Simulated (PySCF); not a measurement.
N⁺ (nitrogen, charge +1): UHF calculation

Configuration: [He] 2s2 2p2, high-spin 3P determinant. All numbers are calculated (PySCF 2.14, the spin-free X2C one-electron Hamiltonian (Gaussian nucleus), in x2c-TZVPPall (5s3p2d1f, 31 functions)).

```json
{
 "Total energy": "-53.921524 hartree",
 "One-electron energy": "-70.0981 hartree",
 "Hartree (Coulomb) energy": "22.3957 hartree",
 "Exchange energy": "-6.2191 hartree",
 "⟨S²⟩": "2.0068",
 "⟨L²⟩": "2.011",
 "Sum of ⟨r⟩": "5.447 bohr",
 "Sum of ⟨r²⟩": "7.755 bohr²",
 "Traceless quadrupole moment −½Σ⟨3z² − r²⟩ along its main axis": "0.770 e·bohr²",
 "Langevin diamagnetic susceptibility": "-6.14 ×10⁻⁶ cm³/mol"
}
```

```json
{"shell": "1s α", "electrons": "1", "mean orbital energy (eV)": "-444.32", "rms radius, mean of both spins (bohr)": "0.265"}
{"shell": "1s β", "electrons": "1", "mean orbital energy (eV)": "-442.28", "rms radius, mean of both spins (bohr)": "0.265"}
{"shell": "2s α", "electrons": "1", "mean orbital energy (eV)": "-44.184", "rms radius, mean of both spins (bohr)": "1.37"}
{"shell": "2s β", "electrons": "1", "mean orbital energy (eV)": "-35.565", "rms radius, mean of both spins (bohr)": "1.37"}
{"shell": "2p α", "electrons": "2", "mean orbital energy (eV)": "-30.373", "rms radius, mean of both spins (bohr)": "1.39"}
```

Spin-orbit constants ζ (cm⁻¹) from the X2C one-electron operator on these orbitals: bare nucleus, nucleus screened by l(l+1)(2l+1)/3 electrons, and screened by the Breit-Pauli mean field of the electrons.

| shell | bare | screened nucleus | mean field |
| --- | --- | --- | --- |
| 2p | 157.4 | 112.4 | 94.68 |

To first order the Landé constant is A = 47.34 cm⁻¹, so the lowest level has J = 0 and lies 0.0117 eV below the centre of the term. This holds in LS coupling only.
